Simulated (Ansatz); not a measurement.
Job for Ansatz (a quantum-chemistry and plane-wave program): R-r2SCAN/def2-TZVPPD on ClH5OSi (a complex), monomers drawn apart or pushed together. Files ending in .json are basis or fitting sets from the Basis Set Exchange.

Ansatz 0.2 input:
```yaml
crystal:
  periodic: [false, false, false]
  atoms:
    - {symbol: Cl, position_ang: [-0.82228556, 0.45499640, -0.43238706]}
    - {symbol: H, position_ang: [-0.72558065, -0.38573706, 0.53624912]}
    - {symbol: O, position_ang: [0.27823406, -0.25223971, 4.65519134]}
    - {symbol: Si, position_ang: [0.04300324, 0.26644564, 3.10739487]}
    - {symbol: H, position_ang: [1.01532717, -0.83823570, 4.84222686]}
    - {symbol: H, position_ang: [1.26063433, 0.88757478, 2.53674158]}
    - {symbol: H, position_ang: [-1.06921149, 1.23132127, 3.15699263]}
    - {symbol: H, position_ang: [-0.33542445, -0.86859372, 2.21725146]}
basis:
  gaussian:
    orbitals: def2-TZVPPD.json
hamiltonian:
  xc: {name: r2SCAN}
scf: {lower_state_search: off}
```

It printed:

```
Functional definition: r2SCAN
[...]
these checks for a lower state are left out or cut short: stability, starts, cluster_reference, orbital_swaps, neighbouring_geometries, increment
integrals: 0.15 GiB planned
1108 factors; their error is unknown
mean field: 0.97 GiB planned
mean field evaluation 1: about -22523.6522 eV, gradient 5.7e1 eV
mean field evaluation 2: about -22503.7543 eV, gradient 1.1e2 eV
mean field evaluation 4: about -22528.8546 eV, gradient 4.0e0 eV
mean field evaluation 8: about -22528.8609 eV, gradient 3.4e-1 eV
mean field evaluation 16: about -22528.8611 eV, gradient 7.4e-6 eV
mean field -22528.86106288 eV, -827.9203734504 hartree, gradient 8.1e-6 eV, S^2 0.000000; 0 other end points of the search recorded, 0 dependent functions left out
reference -22528.86108659 eV, -827.9203743216 hartree; 22, 22 occupied and 202, 202 virtual orbitals, 1108 factors
Total energy: -22528.86108659 eV, -827.9203743216 hartree
Checks for a lower state left out: stability, starts, cluster_reference, orbital_swaps, neighbouring_geometries, increment
```

Self-consistency was reached.

Cost: about 5 core-seconds (a rough figure).
